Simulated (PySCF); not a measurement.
## TiO₂, singlet: computed properties

Method: PBE0 in PySCF with Ti def2-TZVP, O def2-TZVP; no relativity; density-fitted integrals.

The structure is a minimum.

Coordinates in bohr (charge 0 multiplicity 1):
```
Ti    0.0000    0.0000   -0.6907
O     2.5468    0.0000    1.0344
O    -2.5468    0.0000    1.0344
```

| Item | Value |
| --- | --- |
| Point group | C2v |
| Bond lengths | Ti–O 1.628 Å (×2) |
| Bond angles | O–Ti–O 111.8° |
| Principal polarisabilities | 18.2, 23.5, 44.8 bohr³ |
| Atomisation energy without zero-point energy | 1237 kJ/mol |
| Highest occupied level | -7.24 eV |
| Principal quadrupole moments (Buckingham, traceless) about the centre of mass | -13.53, 6.12, 7.40 D Å |
| Entropy at 298.15 K and 1 bar | 258.1 J/(mol K) |
| Lowest empty level | -2.74 eV |
| Rotational symmetry number | 2 |
| Heat capacity Cp at 298.15 K | 42.7 J/(mol K) |
| Dipole moment | 6.82 D |
| Enthalpy at 298.15 K above 0 K | 11.03 kJ/mol |
| Rotational constants | 1.054, 0.2901, 0.2275 cm⁻¹ |
| Zero-point energy | 14.5 kJ/mol |

Harmonic modes (masses in u: Ti 47.948, O 15.995):
```
symmetry  ω (cm⁻¹)  IR (km/mol)  μ (u)     type
      a1       353         14.6  18.37     bend
      b2      1010          479  20.22  stretch
      a1      1060         43.8  18.54  stretch
```

In C2v the vibrations span 2a1 + b2. Here b1 is antisymmetric to the molecular plane and b2 lies in it.

Charges (e):
```json
{"atom": "Ti1", "Mulliken": "1.18", "Löwdin": "0.57", "polar tensor": "1.88", "Mayer order to Ti1": "–"}
{"atom": "O2,3", "Mulliken": "-0.59", "Löwdin": "-0.28", "polar tensor": "-0.94", "Mayer order to Ti1": "2.08"}
```

Mulliken populations on Ti1: s 6.05, p 12.22, d 2.50, f 0.05.

Outer orbital energies (eV). occupied: -23.80, -23.37, -9.62, -9.26, -8.97, -8.50, -8.19, -7.24; empty: -2.74, -1.74, -1.67, 0.15.

Formally Ti is in oxidation state +4, d0. A d0 centre has no lone pair, yet it is C2v rather than linear: covalent bonding through the d orbitals favours lower symmetry. The polar-tensor charge on Ti, 1.88, is far below the formal one.

Only a few start shapes were tried, so a lower isomer may exist.

The final relaxation and frequency run took of the order of 40 core-seconds on a shared host.
